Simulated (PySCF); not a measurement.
Screening by computed properties: pick the candidate that meets the target.

All species are isolated and taken at one optimised geometry, non-relativistic unless stated. Electronic properties by PySCF.

The conformers computed, where there is a choice (atom-mapped SMILES and torsion angles):
- `[CH2:1]=[CH:2][CH2:3][n:4]1[n:5][c:6]([CH3:7])[c:8]([SiH3:9])[n:10]1`: C1–C2–C3–N4 118°, C2–C3–N4–N5 83°
- `[F:1][CH:2]([F:3])[C:4]1=[CH:5][CH:6]=[CH:7][Si@H:8]1[CH:9]1[CH2:10][CH2:11]1`: F1–C2–C4–C5 109°, C7–Si8–C9–C10 -49°
- `[CH3:1][O:2][SiH2:3][C:4]([SiH3:5])([SiH3:6])[CH:7]=[O:8]`: C1–O2–Si3–C4 -179°, O2–Si3–C4–Si5 64°, Si3–C4–C7–O8 0°

The conformers of `COC[C@@](F)(OC)OC(F)(F)F`, `C#C[C@@H]1[SiH2]SCS[C@H]1F` and `C[C@@]1(C(=O)F)CC[C@@H](F)[C@H]1F` aren't listed.

Question: Wanted: HOMO energy above -6.9 eV (PBE0/pcSseg-1) and HOMO–LUMO gap below 6.9 eV (PBE0/pcSseg-1), at GFN2-xTB geometries. Which candidate meets both?
A. `COC[C@@](F)(OC)OC(F)(F)F`
B. `C#C[C@@H]1[SiH2]SCS[C@H]1F`
C. `C=CCn1nc(C)c([SiH3])n1`
D. `O([SiH2]C(C=O)([SiH3])[SiH3])C`
E. `C[C@@]1(C(=O)F)CC[C@@H](F)[C@H]1F`
F. `[ClH2+]`
G. `FC(F)C1=CC=C[Si@H]1C1CC1`

Answer: B. Computed values:
```
                          species  HOMO energy  HOMO–LUMO gap
                          [ClH2+]    -18.93 eV       11.47 eV
C[C@@]1(C(=O)F)CC[C@@H](F)[C@H]1F     -9.19 eV        8.34 eV
         COC[C@@](F)(OC)OC(F)(F)F     -7.91 eV        9.52 eV
   O([SiH2]C(C=O)([SiH3])[SiH3])C     -7.72 eV        6.59 eV
           C=CCn1nc(C)c([SiH3])n1     -7.22 eV        6.99 eV
         FC(F)C1=CC=C[Si@H]1C1CC1     -7.05 eV        5.16 eV
       C#C[C@@H]1[SiH2]SCS[C@H]1F     -6.80 eV        6.78 eV
```
